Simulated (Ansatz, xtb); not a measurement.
**Ranking isomers of C3H4F2OS**

4 gas-phase structures of C3H4F2OS, from a drawn sample of its isomers (lower ones may exist). Each was relaxed with GFN2-xTB; where two conformers were screened, the lower at r2SCAN-D4/def2-SVP//GFN2-xTB is listed:

A. `CO[C@@]1(F)S[C@@H]1F`, a singlet
B. `O=S1[C@@H](F)C[C@@H]1F`, a singlet
C. `FC(F)O[C@@H]1CS1`, a singlet
D. `O=C(CS)C(F)F`, a singlet

Estimate their order in r2SCAN-D4/def2-SVP//GFN2-xTB energy at these geometries, lowest first.

Calculated order at r2SCAN-D4/def2-SVP//GFN2-xTB: D (0.000), C (0.187), A (0.811), B (2.117) eV.

Energies above the lowest of each column, in eV; the last columns are at r2SCAN-D4/def2-SVP geometries and were run for some of them only (a dash: not run or not comparable):

```
structure  GFN2-xTB  HF/STO-3G  r2SCAN-D4/def2-SVP//GFN2-xTB  r2SCAN-D4/def2-SVP  CCSD(T)/def2-SVP + ΔMP2/def2-TZVPP
        D     0.338      0.197                         0.000               0.000                               0.000
        C     0.000      0.000                         0.187               0.187                               0.198
        A     0.349      0.264                         0.811               0.819                                   –
        B     0.626      4.379                         2.117                   –                                   –
```

CCSD(T)/def2-SVP + ΔMP2/def2-TZVPP puts D lowest of those it was run on; GFN2-xTB picks C, HF/STO-3G picks C. Some further structures that were screened fall inside this span and aren't listed. Flexible structures stand in one conformer each, not always the lowest. Frequencies (GFN2-xTB) were run for C, D alone. The ΔMP2 step shifts differences by up to 0.134 eV, which makes them less sure. ΔMP2 is the change of the MP2 energy from the smaller to the larger basis.

Over these structures GFN2-xTB departs from r2SCAN-D4/def2-SVP//GFN2-xTB by 0.526 eV on average once a common shift is removed. A GFN2-xTB relaxation took about 0.13 s and the r2SCAN-D4/def2-SVP//GFN2-xTB energy about 2.2 s on a shared host (Ansatz 0.2.0, xtb 6.7.1).
